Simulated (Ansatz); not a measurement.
A single point on C$_{2}$H$_{10}$Al$_{2}$O$_{2}$ (`[CH3][Al@H-]1[OH+][Al@@H-]([CH3])[OH+]1`).

```yaml
crystal:
  periodic: [false, false, false]
  atoms:
    - {symbol: C, position_ang: [-1.364800, 2.043873, -0.574036]}
    - {symbol: Al, position_ang: [-0.817248, 0.997998, 0.978624]}
    - {symbol: O, position_ang: [0.989066, 0.547907, 0.989996]}
    - {symbol: Al, position_ang: [0.818491, -1.263513, 0.596039]}
    - {symbol: C, position_ang: [1.370155, -1.737542, -1.213755]}
    - {symbol: O, position_ang: [-0.987393, -0.820261, 0.627017]}
    - {symbol: H, position_ang: [-0.911829, 1.680622, -1.501899]}
    - {symbol: H, position_ang: [-1.081000, 3.095768, -0.465446]}
    - {symbol: H, position_ang: [-2.451412, 2.030190, -0.712402]}
    - {symbol: H, position_ang: [-1.246777, 1.382791, 2.459834]}
    - {symbol: H, position_ang: [1.569231, 0.849098, 1.689814]}
    - {symbol: H, position_ang: [1.271007, -2.097931, 1.870997]}
    - {symbol: H, position_ang: [1.033040, -1.007822, -1.956672]}
    - {symbol: H, position_ang: [0.981279, -2.716195, -1.515534]}
    - {symbol: H, position_ang: [2.460295, -1.800898, -1.293723]}
    - {symbol: H, position_ang: [-1.632104, -1.184105, 0.021157]}
basis:
  gaussian: {orbitals: def2-TZVPP}
correlation: {method: mp2}
```

```sh
$ ansatz run in.yaml --threads 4 --pin off --events-out ev --progress --plain --max-ram 11315MiB
```

Output, abridged:

```
Functional definition: HF
2033 factors; integrals over basis functions are off by at most 1.3e-3 eV
mean field evaluation 1: about -19460.9182 eV, gradient 5.8e1 eV
mean field evaluation 2: about -19461.1234 eV, gradient 5.8e1 eV
mean field evaluation 4: about -19468.0519 eV, gradient 4.8e0 eV
mean field evaluation 8: about -19468.1404 eV, gradient 2.4e-1 eV
mean field evaluation 16: about -19468.1410 eV, gradient 1.7e-6 eV
mean field -19468.14097065 eV, -715.4409846913 hartree, gradient 1.7e-6 eV, S^2 0.000000; 0 other end points of the search recorded, 0 dependent functions left out
14 core orbitals not correlated: weight in the atoms' cores, before any rotation towards them, 1.000 or more for the frozen orbitals, at most 0.000 for the correlated occupied ones
reference -19468.14097065 eV, -715.4409846913 hartree; 18, 18 occupied and 316, 316 virtual orbitals, 2033 factors
second order -27.74577873 eV of doubles, -0.00000000 eV of singles
Total energy: -19495.88674938 eV, -716.4606232531 hartree
```

Hardware: 4 threads of an Arm Neoverse V2 on a shared host. Wall time 10 s, peak host memory 1.2 GiB.
